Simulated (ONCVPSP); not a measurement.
## An all-electron radial function and its pseudo partner (Pd)

Columns: radius, all-electron u(r) and pseudo u(r) of the 4s shell (level -110.55 eV) of palladium in the configuration [Ar] 3d10 4s2 4p6 4d8; LDA (Perdew-Wang 92), scalar-relativistic, ONCV scheme, ONCVPSP 4.0.1.

| r (bohr) | all-electron | pseudo |
| --- | --- | --- |
| 0.082 | 0.4195 | 0.0088 |
| 0.165 | -0.0383 | 0.0455 |
| 0.248 | -0.6070 | 0.1304 |
| 0.330 | -0.6039 | 0.2676 |
| 0.413 | -0.2254 | 0.4511 |
| 0.495 | 0.2497 | 0.6546 |
| 0.578 | 0.6707 | 0.8544 |
| 0.660 | 0.9655 | 1.0189 |
| 0.742 | 1.1358 | 1.1317 |
| 0.825 | 1.2015 | 1.1839 |
| 0.908 | 1.1885 | 1.1762 |
| 0.990 | 1.1247 | 1.1198 |
| 1.072 | 1.0315 | 1.0305 |
| 1.155 | 0.9230 | 0.9228 |
| 1.238 | 0.8112 | 0.8110 |
| 1.320 | 0.7044 | 0.7042 |
| 1.402 | 0.6050 | 0.6049 |
| 1.485 | 0.5142 | 0.5141 |
| 1.568 | 0.4339 | 0.4338 |
| 1.650 | 0.3647 | 0.3646 |
| 1.733 | 0.3043 | 0.3043 |
| 1.815 | 0.2535 | 0.2534 |
| 1.898 | 0.2099 | 0.2098 |
| 1.980 | 0.1736 | 0.1736 |
| 2.062 | 0.1433 | 0.1432 |
| 2.145 | 0.1176 | 0.1176 |

(1) How many radial nodes do the two functions have?

(2) At about which radius was the pseudo-wave matched?

(3) Is the pseudo-wave norm-conserving?

Results:

(1) The all-electron 4s function has n − l − 1 = 3 (the table is too coarse to show those close to the nucleus); the pseudo-wave has 0, since the states of the same l below it are removed with the core.

(2) 1.20 bohr, where the columns begin to agree (steps of 0.08 bohr).

(3) Yes: the ONCV scheme keeps the norm inside the radius equal to the all-electron one, which fixes the energy derivative of the logarithmic derivative at the level.
